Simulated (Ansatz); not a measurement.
Consider the formal exchange of groups at the Se–Se bond: `[SeH][SeH]` + `NCBO` → `NCB(O)[SeH]` + H₂Se.

Program: Ansatz. Geometries: PBE0-D4/def2-TZVP. ΔE: electronic, gas phase. CCSD(T)/CBS is the MP2 limit (def2-TZVPP, def2-QZVPP) plus CCSD(T) − MP2 in def2-TZVPP, frozen cores. This one scheme is used for every species. DFT in def2-TZVPP. B3LYP here is the variant with VWN-RPA as its local correlation; programs differ in this. For Se outer-core shells are correlated without core-valence functions, which leaves a few kJ/mol of doubt a bond. Scalar relativity is left out up to krypton. Each species was taken in one conformer, which may not be the lowest.

Task: Is it downhill or uphill in electronic energy at CCSD(T)/CBS, and by how much? (An estimate is asked.)

Result: Computed: Downhill: ΔE = -0.47 eV.

Task: What do these levels give: r2SCAN-D4, B3LYP-D4, PBE0, B3LYP, HF/def2-TZVPP, MP2/def2-TZVPP, SCS-MP2/def2-TZVPP, CCSD/def2-TZVPP, CCSD(T)/def2-TZVPP, HF/def2-QZVPP, MP2/def2-QZVPP, SCS-MP2/def2-QZVPP? (Best estimate.)

Result: The calculation gave: r2SCAN-D4 -0.47, B3LYP-D4 -0.37, PBE0 -0.39, B3LYP -0.32, HF/def2-TZVPP -0.40, MP2/def2-TZVPP -0.54, SCS-MP2/def2-TZVPP -0.49, CCSD/def2-TZVPP -0.50, CCSD(T)/def2-TZVPP -0.51, HF/def2-QZVPP -0.37, MP2/def2-QZVPP -0.51, SCS-MP2/def2-QZVPP -0.46 eV.

Largest T1 diagnostic among the species: 0.012.

In def2-TZVPP, CCSD(T) changes the Hartree–Fock value by −0.12 eV (the triples alone add −0.01 eV) and MP2 by −0.15 eV. The D4 term adds −0.05 eV with B3LYP and −0.03 eV with PBE0; it sums over pairs of atoms, weighted by their polarisabilities, and B3LYP, whose exchange is more repulsive, gets the larger term.
